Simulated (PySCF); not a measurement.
# Correlation energy of O+ (oxygen, charge +1)

[He] 2s2 2p3, high-spin 4S determinant. Computed with PySCF 2.14 in jorge-DZP-DKH, with scalar relativity by spin-free X2C-1e. Frozen: 1s2; 5 electrons correlated.

MP2 pair energies summed by pair of shells (mhartree):

| pair | energy | share (%) |
| --- | --- | --- |
| 2s-2p | -44.73 | 66.9 |
| 2p-2p | -14.46 | 21.6 |
| 2s-2s | -7.68 | 11.5 |

Total MP2 correlation energy: -66.87 mhartree.

Same-spin part -17.05 and opposite-spin part -49.83 mhartree; SCS-MP2 scales them by 1/3 and 6/5 to -65.47 mhartree.

| level | correlation energy (mhartree) |
| --- | --- |
| CCSD | -81.11 |
| (T) | -0.50 |
| CCSD(T) | -81.61 |

Diagnostics: T1 = 0.0043, D1 = 0.0079, largest double amplitude 0.035.

Problem. Is a single reference adequate?

Solution. Yes: T1 lies below 0.03 and no double amplitude reaches 0.07.
